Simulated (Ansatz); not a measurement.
System: C6H7, charge 0, multiplicity 2. It need not be the lowest isomer of its formula. 
Geometry from a B3LYP-D3(BJ)/def2-TZVP (Ansatz, a program for electronic structure) optimisation:
```xyz
13

C     -2.1008     0.2391    -0.1404
C     -0.6199     0.1126    -0.0385
C      0.2969     1.0883     0.0990
C      1.6613     0.5183     0.1610
C      1.5204    -0.7987     0.0575
C      0.0994    -1.2267    -0.0791
H     -2.4760    -0.1758    -1.0809
H     -2.6069    -0.2991     0.6668
H     -2.4058     1.2852    -0.0895
H      0.0838     2.1479     0.1579
H      2.5701     1.0908     0.2694
H     -0.0886    -1.7616    -1.0153
H     -0.2196    -1.8851     0.7349
```
Charge 0, spin multiplicity 2.

Property: atomisation energy (electronic, to ground-state atoms), in kcal/mol. Valence correlation only, unless marked. UHF or UKS for open shells. No spin-orbit coupling. Non-relativistic. The coupled-cluster limit lacks core correlation, which all-electron functionals hold. CBS(X,Y): correlation extrapolated as X^-3; Hartree-Fock from the larger set.

| level | program | atomisation energy (kcal/mol) |
|---|---|---|
| HF/cc-pVTZ | Ansatz | 1014.6 |
| HF/cc-pVQZ | Ansatz | 1016.4 |
| BLYP/def2-TZVPD | Ansatz | 1339.7 |
| B3LYP-D4/def2-TZVPD | Ansatz + dftd4 | 1356.4 |
| B3LYP/def2-TZVPD | Ansatz | 1345.7 |
| PBE0/def2-TZVP | Ansatz | 1371.9 |
| PBE0/def2-QZVPP | Ansatz | 1373.2 |
| r2SCANh/def2-TZVPD | Ansatz | 1356.9 |
| MP2/cc-pVQZ | Ansatz | 1350.5 |
| RI-MP2/CBS(cc-pVTZ,cc-pVQZ) | Ansatz | 1363.1 |
| SCS-MP2/STO-3G | Ansatz | 1357.5 |
| CCSD/cc-pVTZ | Ansatz | 1296.5 |
| CCSD/CBS(cc-pVTZ,cc-pVQZ) | Ansatz | 1325.9 |
| CCSD(T)/cc-pVQZ | Ansatz | 1338.0 |
| CCSD(T)/CBS(cc-pVTZ,cc-pVQZ) | Ansatz | 1350.7 |

The UHF reference is spin-contaminated (<S^2> 0.51 over the pure value in the largest basis).
